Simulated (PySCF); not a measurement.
# Structure from 2D NMR

Compound of formula C₈H₈. Correlations simulated from computed shifts and couplings:

HSQC (one-bond C–H):
```tsv
δH	δC	¹J(C,H) (Hz)
7.04	122.2	165
6.87	117.6	167
3.27	33.2	143
```

COSY cross peaks (|J| ≥ 2 Hz):
```tsv
δH	δH	abs. J (Hz)	bonds
7.04	6.87	8.2	3
```

HMBC (two and three bonds, |J| ≥ 2.5 Hz):
```tsv
δH	δC [abs. J in Hz]
7.04	140.3 [8.9], 117.6 [8.4]
6.87	140.3 [8.2], 122.2 [7.1], 33.2 [3.7]
3.27	140.3 [5.7], 33.2 [2.9]
```

Carbons without hydrogens: δ 140.3.

In vacuum, equivalent nuclei averaged, non-relativistic Hamiltonian, single conformer. J couplings at B3LYP/pcJ-1 (without the spin–dipole term); shielding tensors at KT2/pcSseg-1 (GIAO); PBE0-D3(BJ)/def2-SVP structure; PySCF 2.14.

References, each an isolated molecule treated in the same way: ¹H (σ = 31.18 ppm), ¹³C (σ = 183.22 ppm) vs TMS.

Exchangeable hydrogens are left out of these lists, and C,H couplings along chains are those of one rotamer, so weak HMBC peaks may be missing or extra.

Assemble the structure.

Answers

benzocyclobutene (SMILES c1cccc2c1CC2).

Numbering as in the mapped SMILES `[cH:1]1[cH:2][cH:3][c:4]2[c:5]([cH:6]1)[CH2:7][CH2:8]2`; H(Xn) means a hydrogen on atom n.

1. δC 140.3 is C4/C5, a substituted aromatic carbon.
2. δC 122.2 is C1/C2, an aromatic CH (δH 7.04).
3. δC 117.6 is C3/C6, an aromatic CH (δH 6.87).
4. δC 33.2 is C7/C8, an sp3 CH2 on an aromatic ring (δH 3.27).
5. HMBC from δH 7.04 reaches the proton-free carbon C4/C5.
6. HMBC from δH 6.87 reaches the proton-free carbon C4/C5.
7. HMBC from δH 3.27 reaches the proton-free carbon C4/C5.
8. COSY links 7.04–6.87.

The shifts were computed for this structure.

Unscaled 3J(H,H) at this level run about 10 % above measured values. Shifts are as computed. Against solution values, carbons near 30 ppm lie about +2 ppm off and those near 130 ppm about -5 ppm. Of 1211 compounds with measured shifts, 218 miss one by over three times the rms of a fit or turn the order of signals round; such compounds aren't used in these exercises.
